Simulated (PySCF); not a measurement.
## Tin: a sound run and one with changed settings

Sound run: Sn [Kr] 4d10 5s2 5p2, Sn⁺ [Kr] 4d10 5s2 5p1. Computed with PySCF 2.14 in aug-cc-pVDZ-PP with ECP28MDF, with scalar relativity through the core potential. The sound run starts from symmetry-adapted Hartree-Fock orbitals and uses a fine grid where one is needed.

Changed run: radial step 0.3 in ln r (0.13 in the sound run). This setting is unsound on purpose.

```json
{"species": "Sn", "method": "UHF", "sound run (hartree)": "-213.33545", "changed run (hartree)": "-213.33545", "converged": "yes"}
{"species": "Sn", "method": "BP86", "sound run (hartree)": "-214.36420", "changed run (hartree)": "-214.36314", "converged": "yes"}
{"species": "Sn", "method": "r2SCAN", "sound run (hartree)": "-214.32475", "changed run (hartree)": "-214.32199", "converged": "yes"}
{"species": "Sn⁺", "method": "UHF", "sound run (hartree)": "-213.08344", "changed run (hartree)": "-213.08344", "converged": "yes"}
{"species": "Sn⁺", "method": "BP86", "sound run (hartree)": "-214.09282", "changed run (hartree)": "-214.09179", "converged": "yes"}
{"species": "Sn⁺", "method": "r2SCAN", "sound run (hartree)": "-214.05246", "changed run (hartree)": "-214.04980", "converged": "yes"}
```

Ionisation energy of Sn:

```json
{"method": "UHF", "sound run (eV)": "6.858", "changed run (eV)": "6.858"}
{"method": "BP86", "sound run (eV)": "7.385", "changed run (eV)": "7.384"}
{"method": "r2SCAN", "sound run (eV)": "7.409", "changed run (eV)": "7.407"}
```

A coarse radial grid mis-integrates the density and the exchange-correlation energy, with errors of either sign; Hartree-Fock needs no grid.

For comparison, NIST gives 7.344 eV between the lowest levels.
